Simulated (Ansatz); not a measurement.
Mulliken charges of `BB1N[SiH2]O1` from PBE/def2-TZVPP in Ansatz (PBE0-D4/def2-TZVP geometry).

```tsv
atom	x (Å)	y (Å)	z (Å)	charge (e)
B1	-1.027	0.945	-1.603	-0.088
B2	-0.135	0.235	-0.365	0.235
N3	-0.502	-0.660	0.697	-0.285
Si4	1.160	-0.586	1.153	0.394
O5	1.252	0.436	-0.168	-0.339
H6	-1.565	2.006	-1.466	0.038
H7	-1.161	0.416	-2.669	0.038
H8	-1.373	-1.077	0.961	0.144
H9	1.479	0.064	2.448	-0.068
H10	1.955	-1.831	1.016	-0.068
```

Question: By hand: the dipole of these point charges (1 e Å = 4.8032 D).

Answer: Σ q r = (-0.300, -0.161, 0.114) e Å, of length 0.359 e Å = 1.72 D.

Question: How does the dipole of the full density compare? (Estimate.)

Answer: Ansatz gave: (-0.233, -0.276, 0.288) e Å, 2.22 D; the point charges give 0.77 times that, at 27° from its direction.

Point charges leave out the atoms' own dipoles, such as those of lone pairs, and Mulliken's split depends on the basis, so the two needn't agree.
